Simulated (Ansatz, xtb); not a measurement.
**Two isomers of C4H9FOSi**

Structure a: `F[SiH2][C@@H]1CCCO1`, a singlet. Structure b: `F[SiH2]OC1CCC1`, a singlet. Both are isolated molecules in the gas phase, relaxed with B3LYP-D3(BJ)/def2-SVP; each stands in its lowest conformer found.

a (Å):

```xyz
16

C    -0.4148    1.2918   -0.3548
C     0.9719    1.8133    0.0454
C     1.6459    0.5302    0.5497
C     1.1016   -0.5111   -0.4292
F    -1.5696    3.6596   -1.5309
O    -0.2103   -0.0704   -0.7834
Si   -1.2163    2.0966   -1.8600
H    -2.4838    1.4129   -2.2232
H    -0.2416    2.0746   -2.9832
H    -1.0851    1.2995    0.5276
H     0.9193    2.6142    0.7966
H     1.5186    2.2060   -0.8291
H     1.3141    0.3051    1.5764
H     2.7446    0.5835    0.5503
H     1.0326   -1.5220    0.0049
H     1.7311   -0.5722   -1.3373
```

b (Å):

```json
{"atom": "C", "x (Å)": "-0.3908", "y (Å)": "0.3036", "z (Å)": "-0.1502"}
{"atom": "C", "x (Å)": "-0.0933", "y (Å)": "-0.7747", "z (Å)": "-1.2162"}
{"atom": "C", "x (Å)": "1.3915", "y (Å)": "-0.3310", "z (Å)": "-1.1664"}
{"atom": "C", "x (Å)": "1.1044", "y (Å)": "0.3297", "z (Å)": "0.2078"}
{"atom": "F", "x (Å)": "-3.2344", "y (Å)": "-1.4705", "z (Å)": "-0.2131"}
{"atom": "O", "x (Å)": "-1.2735", "y (Å)": "-0.0209", "z (Å)": "0.9044"}
{"atom": "Si", "x (Å)": "-2.9060", "y (Å)": "-0.1887", "z (Å)": "0.7354"}
{"atom": "H", "x (Å)": "-3.4978", "y (Å)": "0.9938", "z (Å)": "0.0565"}
{"atom": "H", "x (Å)": "-3.4570", "y (Å)": "-0.4426", "z (Å)": "2.0829"}
{"atom": "H", "x (Å)": "-0.7041", "y (Å)": "1.2532", "z (Å)": "-0.6240"}
{"atom": "H", "x (Å)": "-0.6353", "y (Å)": "-0.7215", "z (Å)": "-2.1723"}
{"atom": "H", "x (Å)": "-0.2344", "y (Å)": "-1.7749", "z (Å)": "-0.7802"}
{"atom": "H", "x (Å)": "1.6291", "y (Å)": "0.4124", "z (Å)": "-1.9425"}
{"atom": "H", "x (Å)": "2.1550", "y (Å)": "-1.1213", "z (Å)": "-1.1960"}
{"atom": "H", "x (Å)": "1.5650", "y (Å)": "1.3019", "z (Å)": "0.4383"}
{"atom": "H", "x (Å)": "1.2914", "y (Å)": "-0.3664", "z (Å)": "1.0393"}
```

Estimate which is lower in electronic energy at CCSD(T)/def2-SVP + ΔMP2/def2-TZVPP, and by roughly how much.

The CCSD(T)/def2-SVP + ΔMP2/def2-TZVPP calculation puts structure b lower, by 80.2 kJ/mol.

The same difference at several levels:

```tsv
level	geometry	E(b) − E(a) (kJ/mol)	departure from the last row (kJ/mol)	job, with rough time for the two
GFN2-xTB	GFN2-xTB	−125.1	−44.9	optimisation, 0.18 s
HF/STO-3G	GFN2-xTB	+57.4	+137.6	single point, 0.3 s
r2SCAN-D4/def2-SVP	GFN2-xTB	−55.0	+25.3	single point, 3.5 s
B3LYP-D3(BJ)/def2-SVP	B3LYP-D3(BJ)/def2-SVP	−64.7	+15.5	optimisation, 55 s
HF/def2-SVP	B3LYP-D3(BJ)/def2-SVP	−73.4	+6.8	part of the CCSD(T) run
MP2/def2-SVP	B3LYP-D3(BJ)/def2-SVP	−78.1	+2.1	part of the CCSD(T) run
CCSD(T)/def2-SVP	B3LYP-D3(BJ)/def2-SVP	−72.1	+8.2	single point
CCSD(T)/def2-SVP + ΔMP2/def2-TZVPP	B3LYP-D3(BJ)/def2-SVP	−80.2		single point, 72 s
```

As drawn, b has 1 O–Si, 1 C–C in place of 1 C–Si, 1 C–O. Structure a has a 5-membered ring, b a 4-membered ring.

HF/STO-3G puts the two in the other order. The largest departure from CCSD(T)/def2-SVP + ΔMP2/def2-TZVPP is that of HF/STO-3G, 137.6 kJ/mol. The last row adds to CCSD(T) the change of the MP2 difference between the two basis sets, here −8.2 kJ/mol.

With thermal terms from frequencies at re-optimised GFN2-xTB minima (ideal gas, soft modes damped towards free rotors, one conformer each, 298.15 K, 1 atm): on the last row, ΔE + ΔZPE = −78.3, ΔH = −78.4, ΔG = −78.6 kJ/mol.

The correlated steps freeze 11 core orbitals. Mirror images aren't counted in ΔG. Programs: Ansatz 0.2.0, xtb 6.7.1; the last row on 4 threads of Arm Neoverse V2 on a shared host.
